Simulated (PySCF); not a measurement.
CF2, SMILES F[C]F (connectivity only; charge and spin as stated), neutral, multiplicity 1.

Coordinates come from a B3LYP-D3(BJ)/def2-TZVP optimisation. The isomer is the one that the SMILES or the coordinates give; other isomers of the formula were not compared.

All values below come from PySCF with CAM-B3LYP/def2-TZVPD.

Symmetry labels are those of the subgroup C2v that the program uses (full group C2v).

Q: List the valence orbital energies around the gap with their symmetry. (The exact figures need the calculation; the answer reports its results.)

A: 
```
orbital  symmetry  energy (eV)
-------  --------  -----------
HOMO−7         B2       -36.85
HOMO−6         A1       -21.65
HOMO−5         B2       -18.73
HOMO−4         B1       -17.51
HOMO−3         A1       -17.36
HOMO−2         A2       -15.35
HOMO−1         B2       -14.66
HOMO           A1       -10.49
LUMO           B1        -1.15
LUMO+1         A1         1.15
LUMO+2         B2         1.94
LUMO+3         A1         2.44
```
